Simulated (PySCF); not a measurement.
Computed properties of C₆H₃B, SMILES C#CB(C#C)C#C

B(CCH)3 (C6H3B), SMILES C#CB(C#C)C#C. Coordinates come from a PBE0-D3(BJ)/def2-SVP optimisation. The values are those of a single conformer. All values are computed for the isolated molecule unless a solvent is named; none is compared with measurement here.

**Structure.** The optimised structure has D3h symmetry. All 24 harmonic modes at PBE0-D3(BJ)/def2-SVP (PySCF) are real, so it is a minimum. With heavy atoms numbered as in [B:1]([C:2]#[CH:3])([C:5]#[CH:6])[C:8]#[CH:9], the shortest bond between them is C2–C3 at 1.219 Å and the longest B1–C2 at 1.523 Å.

**Vibrations.** The strongest infrared lines (harmonic, unscaled, degenerate partners summed) lie at 1147 cm⁻¹ (489 km/mol, B 79 %, C 20 %), 2182 cm⁻¹ (422 km/mol, C 89 %, H 9 %), 3477 cm⁻¹ (145 km/mol, H 86 %, C 14 %). The softest mode is at 111 cm⁻¹ and the zero-point energy is 38.8 kcal/mol.

**Electronic structure.** ωB97X/def2-TZVP (PySCF) places the frontier levels at -10.43 and -0.85 eV, a gap of 9.58 eV, and gives a dipole moment of 0.00 D and a mean polarisability of 79.8 bohr³. PBE/def2-TZVP (PySCF) at the same geometry gives -6.82 and -3.67 eV, so its gap is 6.43 eV narrower. An orbital gap is neither the optical nor the fundamental gap.

**Excitations.** TDDFT-CAM-B3LYP/def2-SVPD (PySCF) has S1 at 3.89 eV (319 nm, f = 0.000, dark); the most intense of the 10 singlets computed lies at 7.57 eV (f = 0.39). Strengths of degenerate partners are summed. T1 (TDA) is at 3.64 eV. TDDFT-PBE/def2-SVPD (PySCF) puts S1 at 3.20 eV. No vertical singlet excitation falls in the visible range (under 3.1 eV).

**NMR.** GIAO shifts at KT2/pcSseg-1 (PySCF) (non-relativistic, atoms alike by connectivity averaged): ¹³C from 96.9 to 108.9 ppm against TMS; ¹H at 4.4 ppm against TMS; ¹¹B at 11.9 ppm against BF3.
